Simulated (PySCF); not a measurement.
## Calculated NMR parameters of CC(C)[SiH2]/C=C/[SiH3]

* Formula: C5H14Si2
* SMILES: CC(C)[SiH2]/C=C/[SiH3]
* InChI: InChI=1S/C5H14Si2/c1-5(2)7-4-3-6/h3-5H,7H2,1-2,6H3/b4-3+
* Point group of the computed structure: C1
* Degrees of unsaturation: 1
* Carbon signals: 4
* Proton signals: 6

Numbering as in the mapped SMILES `[CH3:1][CH:2]([CH3:3])[SiH2:4]/[CH:5]=[CH:6]/[SiH3:7]`; H(Xn) means a hydrogen on atom n.

Theoretical values (PySCF): coordinates at the GFN2-xTB level, shielding tensors at PBE0/pcSseg-1 (GIAO). Averaged over atoms made equivalent by symmetry, fast rotation or ring inversion, no relativistic terms, no solvent model, one computed conformer.

Referencing at the same level of theory: TMS for ¹H (σref 31.72) and ¹³C (σref 186.93) and ²⁹Si (σref 349.16).

| carbon | δC, type | δH (multiplicity) | HMBC from (2–3 bonds) | span of the C tensor (ppm) |
| --- | --- | --- | --- | --- |
| C1/C3 | 21.3, CH3 | 1.11 (m) | H(Si4), H(C1)/H(C3), H(C2) | 33 |
| C2 | 16.5, CH | 1.08 (m) | H(C5), H(Si4), H(C1)/H(C3) | 11 |
| C5 | 159.9, CH | 7.15 (m) | H(C6), H(Si7), H(Si4), H(C2) | 266 |
| C6 | 153.9, CH | 7.02 (m) | H(C5), H(Si7), H(Si4) | 262 |

Other nuclei:
| atoms | nucleus | environment | δ (ppm) | σ (ppm) |
| --- | --- | --- | --- | --- |
| H(Si7) | ¹H | hydrogen on a silicon bonded to C | 4.19 | 27.52 |
| H(Si4) | ¹H | hydrogen on a silicon bonded to 2 C | 4.19 | 27.53 |
| Si4 | ²⁹Si | silicon bonded to 2 C, 2 H | -28.1 | 377.2 |
| Si7 | ²⁹Si | silicon bonded to C, 3 H | -71.2 | 420.4 |

Carbon types of the structure: 3 × CH, 2 × CH3, leaving 5 H on heteroatoms. δC 159.9, 153.9: alkene CH; as expected for a trigonal carbon in a double bond. δC 21.3: methyl carbon; aliphatic region, no heteroatom directly attached. δC 16.5: sp3 CH bonded to Si. δH 7.15, 7.02: hydrogen on an alkene CH; a vinylic proton, deshielded by the sp2 carbon and the C=C anisotropy. δH 4.19: hydrogen on a silicon bonded to C.

Shifts are as computed. Against solution values, carbons near 30 ppm lie about +3 ppm off and those near 130 ppm about +5 ppm. Of 1211 compounds with measured shifts, 218 miss one by over three times the rms of a fit or turn the order of signals round; such compounds aren't used in these exercises. No couplings were computed; multiplicities are counted from neighbouring protons, with m where these are inequivalent, close in shift, in a saturated or five-membered ring or joined by F or P, and br s for small geminal =CH2 splittings.
